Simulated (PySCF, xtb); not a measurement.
Si(Me)(OH) (CH4OSi), SMILES C[Si]O (connectivity only; charge and spin as stated), neutral, multiplicity 1. Other conformers were not sampled.

Harmonic wavenumbers (cm⁻¹) from GFN2-xTB (xtb) at its own minimum, in rising order: 40, 268, 406, 687, 723, 752, 795, 833, 1370, 1482, 1503, 2985, 2998, 3009, 3697.

Q: What does PBE0-D3(BJ)/def2-TZVP (PySCF) give at its own minimum? (An estimate is asked for; the answer gives what the named calculation found.)

A: 29, 283, 504, 622, 663, 740, 857, 899, 1239, 1422, 1435, 3025, 3103, 3138, 3893. Paired by order, the mean absolute difference is 75 cm⁻¹ and the zero-point energies are 30.8 and 31.2 kcal/mol.
